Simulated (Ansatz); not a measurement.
```xyz
8

B     1.8873   -0.3500    0.2630
S     0.6947    0.9395    0.5745
B    -0.8396    0.2277   -0.0846
S    -2.3178    1.2131    0.0264
H     1.5600   -1.3662   -0.2640
H     3.0075   -0.1341    0.6083
H    -0.8484   -0.8569   -0.5708
H    -3.1437    0.3269   -0.5528
```

Total charge 0; spin multiplicity 1.

Q: List the CAM-B3LYP/def2-TZVPP orbital energies in eV (Ansatz). (Estimate.)

A: Ansatz gave: Occupied: -2420.30, -2419.94, -218.37, -218.04, -186.98, -186.36, -162.94, -162.83, -162.79, -162.57, -162.51, -162.48, -23.31, -22.33, -16.25, -15.00, -13.86, -12.45, -11.49, -10.77, -10.70, -10.04, -9.22. Lowest empty: -0.79, 0.33, 1.15, 2.33, 2.78, 2.89, 3.16, 3.52.
